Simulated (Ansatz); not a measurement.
Basis-set series for `CCCCNC(C)C`. Total charge 0; spin multiplicity 1. Geometry: relaxed with PBE0-D4/def2-TZVP. It is one conformer, not always the lowest.

```xyz
25

C    -1.0801   -0.9461   -2.4923
C    -1.0121    0.5726   -2.4518
C     0.2292    1.1482   -1.7747
C     0.2084    1.1737   -0.2543
N     0.2056   -0.1512    0.3285
C     0.0965   -0.2069    1.7773
C     1.2498    0.4534    2.5289
C    -0.0620   -1.6569    2.1984
H    -1.9714   -1.2844   -3.0273
H    -0.2093   -1.3587   -3.0119
H    -1.0978   -1.3628   -1.4852
H    -1.0526    0.9548   -3.4777
H    -1.9033    0.9674   -1.9493
H     0.3689    2.1819   -2.1084
H     1.1200    0.6037   -2.1161
H     1.0512    1.7970    0.0899
H    -0.7041    1.6829    0.0809
H     1.0294   -0.6626    0.0285
H    -0.8275    0.3281    2.0331
H     1.0915    0.4040    3.6093
H     1.3632    1.5053    2.2597
H     2.1925   -0.0574    2.3057
H    -0.9126   -2.1140    1.6902
H     0.8348   -2.2307    1.9411
H    -0.2084   -1.7415    3.2775
```

| functional | basis | functions | energy (Eh) | HOMO (eV) | LUMO (eV) |
| --- | --- | --- | --- | --- | --- |
| PBE0-D4 | def2-SVP | 197 | -331.10700 | -6.11 | 1.71 |
| PBE0-D4 | def2-QZVPP | 966 | -331.48293 | -6.24 | 0.68 |
| ωB97M-V | def2-SVP | 197 | -331.28787 | -8.48 | 3.34 |
| ωB97M-V | def2-QZVPP | 966 | -331.68595 | -8.60 | 1.81 |

(1) Give the rows for def2-TZVPP. (Best estimate.)

Answers

(1) Computed: 
| functional | basis | functions | energy (Eh) | HOMO (eV) | LUMO (eV) |
| --- | --- | --- | --- | --- | --- |
| PBE0-D4 | def2-TZVPP | 486 | -331.46409 | -6.22 | 1.11 |
| ωB97M-V | def2-TZVPP | 486 | -331.66741 | -8.59 | 2.53 |

Positive LUMOs are unbound and depend on the basis.
